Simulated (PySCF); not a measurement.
C3H6O2Si, SMILES O=C[SiH2]CC=O (GFN2-xTB optimised geometry):

```
12

O      2.308    -0.983     0.000
C      1.108    -0.983     0.000
C      0.247     0.222     0.000
Si    -0.128     0.655    -1.834
C     -1.433     2.070    -1.772
O     -1.361     3.070    -2.436
H      0.541    -1.935    -0.047
H      0.775     1.056     0.463
H     -0.681     0.031     0.535
H      1.066     1.098    -2.541
H     -0.788    -0.486    -2.479
H     -2.308     1.935    -1.097
```

Method: PBE/def2-TZVP run with PySCF.

Question: What are the frontier orbital energies and the dipole moment?

Answer: HOMO-2 -8.39 eV, HOMO-1 -6.12 eV, HOMO -5.78 eV, LUMO -3.02 eV, LUMO+1 -2.06 eV; dipole moment 2.82 D.

Meta-Löwdin charges at PBE/def2-TZVP: O1 -0.37, C2 0.26, C3 -0.47, Si4 0.55, C5 0.06, O6 -0.32, H7 0.07, H8 0.15, H9 0.14, H10 -0.06, H11 -0.07, H12 0.07.
